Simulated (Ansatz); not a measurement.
System: sum formula SiH2F (charge -1, singlet). It need not be the lowest isomer of its formula. Whether it binds its extra electron was not tested at this geometry. 
Structure (B3LYP-D3(BJ)/def2-TZVP (Ansatz, a first-principles code) minimum search):
```xyz
4

Si    -0.5702     0.1959     0.0418
F      1.0980    -0.1301    -0.1330
H     -1.1081    -1.0163    -0.7766
H     -0.7914    -0.5563     1.3886
```
Charge -1, spin multiplicity 1.

Basis-set convergence of Hartree-Fock and MP2 correlation energies (hartree) with Ansatz. Correlated levels leave the core frozen unless marked. No spin-orbit coupling. Non-relativistic. This anion needs diffuse functions, which these sets lack.

| basis | functions | E(HF) | E(corr, MP2) |
|---|---|---|---|
| def2-SVP | 42 | -389.37189 | -0.29028 |
| def2-TZVPP | 101 | -389.61003 | -0.38954 |
| def2-QZVPP | 187 | (withheld) | (withheld) |

**Question.** Complete the blanks.

**Answer.** 
- def2-QZVPP, E(HF): -389.62678
- def2-QZVPP, E(corr, MP2): -0.42595
